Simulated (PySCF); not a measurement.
Computed shifts of a molecule C₁₁H₈OS, PBE/pcSseg-1 in PySCF, GIAO, gas phase, equivalent atoms averaged, in ppm (number of nuclei): ¹³C: 192.4 (1), 153.1 (1), 143.1 (1), 139.3 (1), 139.0 (1), 135.3 (1), 134.1 (1), 133.6 (1), 131.0 (1), 128.8 (1), 128.0 (1). ¹H: 10.30 (1), 8.34 (1), 8.16 (1), 8.05 (1), 7.92 (1), 7.74 (1), 7.44 (1), 7.42 (1). References: ¹⁷O against H2O (σ = 334.3 ppm); ¹³C against TMS (σ = 182.0 ppm); ³³S against H2S (σ = 706.5 ppm); ¹H against TMS (σ = 31.49 ppm), references at their B3LYP-D3(BJ)/def2-TZVP geometries, non-relativistic. Geometry: B3LYP-D3(BJ)/def2-SVP. Other conformers were not sampled.

Task: Pick the molecule that these values belong to.
A) C#Cc1ccc(OC)c2sccc12
B) C=Cc1c(C=O)ccc2ccsc12
C) C#Cc1oc2ccccc2c1SC
D) O=Cc1ccc(-c2cccs2)cc1

Result: D, O=Cc1ccc(-c2cccs2)cc1
